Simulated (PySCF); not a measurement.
# Reading the logs of faulty runs: AlBGeH4O

Calculated results; nothing here was measured. The program is PySCF 2.14.0, an open-source quantum chemistry code, run on an isolated molecule that a program drew, which may never have been made. The molecule is AlBGeH4O (charge 0, singlet), drawn as the SMILES string `[BH2][AlH][O][GeH]`.

Each row is a Hartree-Fock (HF) and frozen-core CCSD(T) single point in the cc-pV(D+d)Z basis, meant for a local HF minimum. Run 1 is clean. Each other run has one planted mistake out of seven kinds, and not every kind appears here: one electron removed, one electron added, multiplicity raised by two, geometry at a saddle point, minimal basis STO-3G, one bond length entered in bohr, all coordinates scaled. The reference is restricted for singlets and unrestricted otherwise, and also for a bond in bohr. Adding or removing an electron swaps singlet and doublet. Electrons count all cores. HOMO and LUMO are orbital energies over both spins, the gradient is its largest component, and the lowest frequency (negative if imaginary) is given only where the gradient is small. Bond lengths are over the 7 bonds as drawn. T1 is the CCSD diagnostic: over 0.02 (restricted) or 0.045 (unrestricted) a single reference is doubtful. Germanium has the cc-pVDZ-PP basis, with a core potential (ECP10MDF) in place of its 10 inner electrons, and its 3s, 3p and 3d shells are frozen in CCSD(T).

Geometry of the clean run:
```xyz
8
AlBGeH4O, angstrom
B    -1.0977   -0.7969    1.3755
Al    0.5270   -0.4230    0.0206
O     0.5111    0.9728   -0.9319
Ge    0.6194    2.3938   -1.9826
H    -1.1032   -0.3950    2.5116
H    -2.0752   -1.4276    1.0615
H     1.7725   -1.3924   -0.1346
H    -0.1480    1.7587   -3.2381
```

| run | electrons | basis functions | <S^2> | HOMO (eV) | LUMO (eV) | gradient (hartree/bohr) | lowest frequency (cm^-1) | mean bond (Å) | longest bond (Å) | T1 | HF (hartree) | CCSD(T) (hartree) | mistake |
|---|---|---|---|---|---|---|---|---|---|---|---|---|---|
| 1 | 62 | 94 | 0.000 | -8.95 | 0.99 | 1.6e-05 | 63 | 1.6011 | 2.148 | 0.0184 | -637.18831 | -637.64975 | no fault |
| 2 | 62 | 94 | 0.000 | -8.92 | 0.50 | 3.8e-05 | -162 | 1.6054 | 2.171 | 0.0165 | -637.18329 | -637.64430 | geometry at a saddle point |
| 3 | 62 | 94 | 2.016 | -7.30 | -0.27 | 2.4e-02 | - | 1.6011 | 2.148 | 0.0206 | -637.13147 | -637.57392 | multiplicity raised by two |
| 4 | 61 | 94 | 0.786 | -13.60 | -7.17 | 7.9e-02 | - | 1.6011 | 2.148 | 0.0295 | -636.89313 | -637.33539 | one electron removed |
| 5 | 62 | 94 | 0.000 | -8.86 | 1.08 | 2.6e-02 | - | 1.5626 | 2.097 | 0.0173 | -637.18402 | -637.64214 | all coordinates scaled |
| 6 | 62 | 94 | 0.843 | -7.70 | 0.84 | 8.3e-03 | - | 1.8026 | 2.997 | 0.0515 | -637.09152 | -637.54375 | ? |

**Which mistake was planted in run 6, and what did it cost?**

The mean bond changes by a factor of 1.126 and the longest by 1.395, so the molecule wasn't scaled as a whole. A length L in bohr read as angstrom grows by (1/0.5292 - 1) L = 0.890 L. The 7 bonds together grew by 7 x 0.2015 = 1.411 Å, which gives L = 1.585 Å. That is bond Al2-H7, 1.586 Å in the clean geometry. So the mistake is: one bond length entered in bohr. Subtracting run 1 and multiplying by 627.51 kcal/mol a hartree, the energy moved by 60.7 kcal/mol in HF and 66.5 kcal/mol in CCSD(T).

Cautions from the logs. Run 6: T1 is over the limit, so its CCSD(T) energy is less reliable.
